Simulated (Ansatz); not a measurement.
Internal rotation in SMILES c1coc(-c2ccco2)c1 (C₈H₆O₂). Scanned: dihedral O3–C4–C5–O9; all other coordinates were relaxed at B3LYP-D3(BJ)/def2-SVP. Points at φ and −φ are mirror images. Heavy atoms are numbered in the order of the SMILES c1coc(-c2ccco2)c1, hydrogens after them in the order of the atoms that carry them; the mirror image has the same energies with the sign of each dihedral reversed.

- RHF/cc-pVDZ // B3LYP-D3(BJ)/def2-SVP (Ansatz, a quantum-chemistry and plane-wave program)
- CCSD(T)/cc-pVDZ = CCSD(T) on RHF/cc-pVDZ, frozen core // B3LYP-D3(BJ)/def2-SVP (Ansatz)

Energies relative to the lowest point of each profile, in mEh:

```tsv
φ / °	RHF/cc-pVDZ
-165	0.0
-135	4.4
-105	8.1
-75	7.1
-45	4.3
-15	3.5
15	3.5
45	4.3
75	7.1
105	8.1
135	4.4
165	0.0
```

Question: Estimate the CCSD(T)/cc-pVDZ values at these points.

Answer: -165: 0.0; -135: 3.1; -105: 5.8; -75: 5.3; -45: 3.4; -15: 2.8; 15: 2.8; 45: 3.4; 75: 5.3; 105: 5.8; 135: 3.1; 165: 0.0 (mEh).
